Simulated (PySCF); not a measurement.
C7H2FN.
Cartesian coordinates in Å at the GFN2-xTB level; atoms count from 1:
```
atom  x, y, z in Å
C1     2.7695   -0.4885    1.1579
C2     1.7027   -0.5829    0.6115
C3     0.4645   -0.7344   -0.0368
F4     0.2273   -1.9427   -0.5727
C5    -0.4645    0.2478   -0.1401
C6    -1.7040    0.0771   -0.7946
C7    -2.7586   -0.0712   -1.3492
C8    -0.2122    1.5209    0.4238
N9    -0.0359    2.5613    0.8692
H10    3.6959   -0.3827    1.6397
H11   -3.6792   -0.2021   -1.8345
```

Method: TDDFT PBE0/def2-SVPD, vertical, gas phase, core orbitals frozen in the response (PySCF).

Transition dipole moments from the ground state, in atomic units and in the frame of the coordinates above (overall signs are arbitrary), for the states with f of 0.002 or more among the lowest 8:

| state | E (eV) | μx | μy | μz |
| --- | --- | --- | --- | --- |
| S1 | 4.479 | -1.842 | 0.793 | -0.608 |
| S5 | 5.720 | -0.009 | -0.383 | -0.137 |
| S8 | 6.153 | -0.041 | 0.496 | 0.153 |

Task: Work out the oscillator strengths.

Result: f = (2/3) ΔE |μ|² with ΔE in hartree (27.2114 eV).

```json
{"state": "S1", "|μ|² (au)": "4.392", "|μ| (D)": "5.33", "f": "0.482"}
{"state": "S5", "|μ|² (au)": "0.166", "|μ| (D)": "1.04", "f": "0.023"}
{"state": "S8", "|μ|² (au)": "0.271", "|μ| (D)": "1.32", "f": "0.041"}
```

Task: What is the point group, and which symmetry does each of these states have?

Result: Cs. From a totally symmetric ground state, an allowed state transforms like the component of the dipole operator along its μ. Polarised in the mirror plane, so A′: S1, S5 and S8.

Task: What angle do the transition dipoles of S5 and S8 make?

Result: |cos θ| = |μa·μb| / (|μa| |μb|) = 0.99, so θ ≈ 6° (taken between 0 and 90°, since the signs are arbitrary).

Task: How is the summed strength of these states shared among x, y and z?

Result: (2/3) Σ ΔE μα² gives 0.373 for x, 0.127 for y and 0.047 for z, 0.546 in all.

Task: What peak molar absorption coefficient would the strongest computed level give as a lone Gaussian band 0.4 eV wide at half height?

Result: ε(max) = 2.175×10⁸ f / FWHM, with the width in cm⁻¹. S1: 2.175×10⁸ × 0.4819 / 3226 ≈ 32000 L mol⁻¹ cm⁻¹.
